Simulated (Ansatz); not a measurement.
Relaxation of AlH7O2Si (11 atoms, charge 0, multiplicity 1), to a largest force component of 0.03 eV/Å in at most 50 steps.

Level of theory: RKS r2SCAN-D4/6-31G* (Ansatz 0.2.0).

```xyz
11
Properties=species:S:1:pos:R:3
Al -2.115 -0.645 1.149
O -0.576 -1.358 1.798
H -2.812 -1.415 -0.042
H -2.705 0.603 1.939
H 0.651 -0.326 0.200
O 0.428 0.390 -0.416
Si 1.587 0.807 -1.539
H -0.247 -0.902 2.586
H 0.903 1.629 -2.567
H 2.687 1.611 -0.931
H 2.199 -0.394 -2.176
```

Question: Where does it end, and by what steps?

Answer: It converged. After 20 steps the energy has fallen by 0.733 eV; H3 moved furthest, 1.42 Å. Joined: Al1–O6.

```csv
step,energy less start (eV),largest force component (eV/Å),accepted
0,0.0000,1.572,yes
1,-0.1845,0.817,yes
2,-0.3110,0.410,yes
3,-0.4833,0.461,yes
4,-0.6034,0.279,yes
5,-0.6457,0.554,yes
6,-0.6655,0.297,yes
7,-0.6822,0.220,yes
8,-0.6993,0.413,yes
9,-0.7042,0.485,yes
10,-0.7099,0.080,yes
11,-0.7101,0.292,yes
12,-0.7149,0.166,yes
13,-0.7197,0.238,yes
14,-0.7242,0.173,yes
15,-0.7284,0.176,yes
16,-0.7308,0.138,yes
17,-0.7322,0.078,yes
18,-0.7328,0.034,yes
19,-0.7330,0.034,yes
20,-0.7332,0.019,yes
```

```xyz
11
Properties=species:S:1:pos:R:3
Al -1.341 -0.327 0.632
O -0.340 -1.324 1.696
H -1.713 -0.940 -0.800
H -2.304 0.728 1.349
H 0.834 -0.040 0.882
O 0.406 0.549 0.206
Si 1.119 0.652 -1.343
H -0.579 -1.399 2.627
H 0.178 1.464 -2.142
H 2.427 1.336 -1.189
H 1.315 -0.699 -1.919
```

Run time: 61 s on 2 threads of Arm Neoverse V2, on a shared host, peak memory 0.15 GiB.
